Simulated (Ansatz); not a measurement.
BH2, SMILES [BH2] (connectivity only; charge and spin as stated), charge +1, multiplicity 1.

Geometry optimised at PBE0-D3(BJ)/def2-TZVPD. The spin state was assumed, not searched. The isomer is the one that the SMILES or the coordinates give; other isomers of the formula were not compared.

Two levels are set side by side: PBE/def2-TZVPD (Ansatz, a first-principles code) and ωB97X-V/def2-TZVPD (Ansatz). Energy differences of separate SCF runs at the same geometry; the states with an electron removed or added have multiplicity 2 and 2. Differences are taken from unrounded values.

| quantity | ωB97X-V |
|---|---|
| vertical ionisation energy (eV) | 24.42 |
| vertical electron affinity (eV) | 7.82 |
| vertical singlet–triplet gap (eV) | 6.67 |

Q: What does PBE give, and how far is it from ωB97X-V? (An estimate is asked for; the answer gives what the named calculation found.)

A: 
```csv
quantity,PBE,PBE minus ωB97X-V
vertical ionisation energy (eV),24.20,-0.22
vertical electron affinity (eV),8.11,0.29
vertical singlet–triplet gap (eV),6.13,-0.55
```
